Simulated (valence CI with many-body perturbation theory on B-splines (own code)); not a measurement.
# Si VIII: electric-dipole lines

Calculated by valence CI with perturbative core correlation (CI+MBPT): five valence electrons over a frozen Dirac-Fock core [He], a basis of 11 s, 11 p, 10 d, 8 f, 5 g, 2 h functions for each j, with the one-electron correlation potential Σ1 (screened to all orders), the two-electron term Σ2, the three-electron term Σ3, Breit, model QED; selected single and double excitations, second order for the rest, scaled by the run's own slope (own B-spline code, finite nucleus).

No measured levels were compared; by estimate levels hold to about 100 cm⁻¹ or 0.05 % of their energy and the worst to 300 or 400 cm⁻¹, as in measured light ions of charge 2 to 7. Among the levels kept, up to 5700 cm⁻¹ of a level comes from second order outside the variational space, and about a tenth of that is noise between levels of different J, which matters for small intervals.

Lines 51 to 100 of 600 in falling wavelength, among levels below 1970200 cm⁻¹, chosen from the strongest by gf and those to the six lowest levels. Wavelengths and rates use the calculated energies, so an error of 300 cm⁻¹ moves a line at 1220 Å by 0.37 % and its rate by three times that or more. Electric multipoles are in the length gauge, E1 and E2 with the static RPA response of the core. Weak lines are less certain than strong ones. Lines between different terms over intervals too small for the method are left out, as are lines whose strength nearly cancels. The highest levels of a list are the least certain.

Letters in brackets count levels of one name in rising energy.

| λ vac (Å) | Upper | Lower | A (s⁻¹) | S (a.u.) |
| --- | --- | --- | --- | --- |
| 1220 | 2s 2p3 3p 2F_5/2 [b] | 2s 2p3 3s 2D°_3/2 [b] | 5.51e+08 | 2.97e+00 |
| 1218 | 2s2 2p2 3d 2D_5/2 [b] | 2s2 2p2 3p 2P°_3/2 [b] | 2.35e+08 | 1.26e+00 |
| 1215 | 2s2 2p2 3p 4D°_3/2 | 2s2 2p2 3s 4P_3/2 | 2.46e+08 | 8.69e-01 |
| 1205 | 2s 2p3 3p 2F_7/2 [b] | 2s 2p3 3s 2D°_5/2 [b] | 6.12e+08 | 4.23e+00 |
| 1204 | 2s2 2p2 3d 2D_3/2 [b] | 2s2 2p2 3p 2P°_1/2 [b] | 1.78e+08 | 6.14e-01 |
| 1201 | 2s2 2p2 3p 2D°_3/2 [a] | 2s2 2p2 3s 2P_1/2 | 3.82e+08 | 1.31e+00 |
| 1201 | 2s 2p3 3p 4P_1/2 [d] | 2s 2p3 3s 4S°_3/2 [b] | 5.21e+08 | 8.91e-01 |
| 1200 | 2s2 2p2 3p 4D°_1/2 | 2s2 2p2 3s 4P_1/2 | 5.04e+08 | 8.59e-01 |
| 1199 | 2s2 2p2 3p 2D°_5/2 [a] | 2s2 2p2 3s 2P_3/2 | 4.45e+08 | 2.27e+00 |
| 1196 | 2s 2p3 3p 4P_3/2 [d] | 2s 2p3 3s 4S°_3/2 [b] | 5.20e+08 | 1.75e+00 |
| 1190 | 2s 2p3 3p 4P_5/2 [d] | 2s 2p3 3s 4S°_3/2 [b] | 5.38e+08 | 2.69e+00 |
| 1189 | 2s2 2p2 3p 4D°_7/2 | 2s2 2p2 3s 4P_5/2 | 5.93e+08 | 3.94e+00 |
| 1184 | 2s2 2p2 3p 4D°_5/2 | 2s2 2p2 3s 4P_3/2 | 4.92e+08 | 2.41e+00 |
| 1182 | 2s2 2p2 3p 4D°_3/2 | 2s2 2p2 3s 4P_1/2 | 3.24e+08 | 1.06e+00 |
| 1174 | 2s2 2p2 4p 2D°_5/2 | 2s 2p3 3p 2P_3/2 [b] | 1.23e+08 | 5.92e-01 |
| 1171 | 2s 2p3 3p 4F_3/2 | 2s 2p3 3s 4D°_1/2 | 5.72e+08 | 1.81e+00 |
| 1167 | 2s 2p3 3p 4F_5/2 | 2s 2p3 3s 4D°_3/2 | 6.37e+08 | 3.00e+00 |
| 1166 | 2s 2p3 3p 4F_5/2 | 2s 2p3 3s 4D°_5/2 | 8.41e+07 | 3.95e-01 |
| 1165 | 2s 2p3 3p 4D_5/2 [b] | 2s 2p3 3s 4P°_5/2 | 2.10e+08 | 9.85e-01 |
| 1164 | 2s 2p3 3p 4D_1/2 [b] | 2s 2p3 3s 4P°_1/2 | 5.82e+08 | 9.07e-01 |
| 1164 | 2s 2p3 3p 4D_3/2 [b] | 2s 2p3 3s 4P°_3/2 | 3.76e+08 | 1.17e+00 |
| 1164 | 2s 2p3 3p 4D_3/2 [b] | 2s 2p3 3s 4P°_1/2 | 2.91e+08 | 9.06e-01 |
| 1163 | 2s 2p3 3p 4F_7/2 | 2s 2p3 3s 4D°_5/2 | 7.07e+08 | 4.38e+00 |
| 1163 | 2s 2p3 3p 4D_7/2 [b] | 2s 2p3 3s 4P°_5/2 | 7.04e+08 | 4.37e+00 |
| 1163 | 2s 2p3 3p 4D_5/2 [b] | 2s 2p3 3s 4P°_3/2 | 4.93e+08 | 2.30e+00 |
| 1159 | 2s 2p3 3p 4F_9/2 | 2s 2p3 3s 4D°_7/2 | 7.41e+08 | 5.70e+00 |
| 1158 | 2s2 2p2 3p 2F°_5/2 | 2s2 2p2 3s 2D_3/2 | 6.44e+08 | 2.96e+00 |
| 1149 | 2s 2p3 3d 2D°_5/2 | 2s 2p3 3p 2D_5/2 [a] | 3.19e+08 | 1.43e+00 |
| 1149 | 2s2 2p2 3p 4P°_3/2 | 2s2 2p2 3s 4P_5/2 | 2.40e+08 | 7.17e-01 |
| 1148 | 2s 2p3 3p 6P_3/2 | 2s 2p3 3s 6S°_5/2 | 7.40e+08 | 2.21e+00 |
| 1145 | 2s 2p3 3d 4P°_5/2 | 2s 2p3 3p 4P_5/2 [b] | 3.97e+08 | 1.77e+00 |
| 1144 | 2s 2p3 3d 4P°_5/2 | 2s 2p3 3p 4P_3/2 [b] | 1.80e+08 | 7.98e-01 |
| 1143 | 2s 2p3 3p 6P_5/2 | 2s 2p3 3s 6S°_5/2 | 7.50e+08 | 3.32e+00 |
| 1143 | 2s2 2p2 3p 2F°_7/2 | 2s2 2p2 3s 2D_5/2 | 6.95e+08 | 4.10e+00 |
| 1138 | 2s 2p3 3d 4P°_3/2 | 2s 2p3 3p 4P_1/2 [b] | 2.31e+08 | 6.71e-01 |
| 1136 | 2s 2p3 3d 4P°_3/2 | 2s 2p3 3p 4P_5/2 [b] | 2.90e+08 | 8.39e-01 |
| 1135 | 2s 2p3 3p 6P_7/2 | 2s 2p3 3s 6S°_5/2 | 7.68e+08 | 4.43e+00 |
| 1130 | 2s 2p3 3d 4P°_1/2 [a] | 2s 2p3 3p 4P_3/2 [b] | 4.91e+08 | 7.00e-01 |
| 1124 | 2s 2p3 3d 2D°_3/2 | 2s 2p3 3p 2D_3/2 [a] | 3.65e+08 | 1.02e+00 |
| 1123 | 2s2 2p2 3p 4P°_5/2 | 2s2 2p2 3s 4P_5/2 | 5.45e+08 | 2.29e+00 |
| 1116 | 2s2 2p2 3p 4P°_1/2 | 2s2 2p2 3s 4P_3/2 | 5.95e+08 | 8.15e-01 |
| 1107 | 2s2 2p2 3p 4P°_3/2 | 2s2 2p2 3s 4P_3/2 | 1.93e+08 | 5.17e-01 |
| 1099 | 2s 2p3 3d 4F°_5/2 [a] | 2s 2p3 3p 4F_5/2 | 1.38e+08 | 5.44e-01 |
| 1098 | 2s 2p3 3d 4F°_7/2 [a] | 2s 2p3 3p 4F_7/2 | 1.76e+08 | 9.19e-01 |
| 1095 | 2s 2p3 3d 4F°_9/2 [a] | 2s 2p3 3p 4F_9/2 | 2.75e+08 | 1.78e+00 |
| 1083 | 2s2 2p2 3p 4P°_5/2 | 2s2 2p2 3s 4P_3/2 | 1.33e+08 | 5.01e-01 |
| 1080 | 2s2 2p2 3p 4P°_3/2 | 2s2 2p2 3s 4P_1/2 | 2.62e+08 | 6.52e-01 |
| 1076 | 2s2 2p2 3d 2P_3/2 [b] | 2s2 2p2 3p 2P°_3/2 [b] | 3.95e+08 | 9.73e-01 |
| 1074 | 2s 2p3 3d 4F°_9/2 [b] | 2s 2p3 3p 4D_7/2 [b] | 8.25e+08 | 5.04e+00 |
| 1072 | 2s2 2p2 3p 2P°_3/2 [a] | 2s2 2p2 3s 2P_3/2 | 5.18e+08 | 1.26e+00 |
